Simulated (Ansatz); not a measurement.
Basis-set extrapolation for C₂H₆ClFSi, SMILES `FC([SiH3])CCl` (PBE0-D4/def2-TZVP geometry, frozen core, Ansatz 0.2.0). Multiplicity 1, RHF reference.

|  | def2-TZVPP | def2-QZVPP |
| --- | --- | --- |
| HF | -927.181585 | -927.211370 |
| MP2 correlation | -0.906772 | -0.982241 |
| CCSD(T) correlation | -0.998246 | not run |

Energies in hartree. Use E(X) = E(∞) + A·exp(−7.88·√X) for Hartree–Fock and E(X) = E(∞) + B·X^(−2.97) for correlation, with X = 3 and 4, and add CCSD(T) minus MP2 of the smaller set to the MP2 limit.

Q: What is the CCSD(T) energy at the basis-set limit?

A: HF limit: -927.211370 + (-0.029785) × 0.13774 = -927.21547. MP2 limit: -0.982241 + (-0.075469) × 0.74074 = -1.03814. Higher-order term: -0.998246 − (-0.906772) = -0.09147. Total: -928.34508 hartree, 433.9 kJ/mol below CCSD(T)/def2-TZVPP.
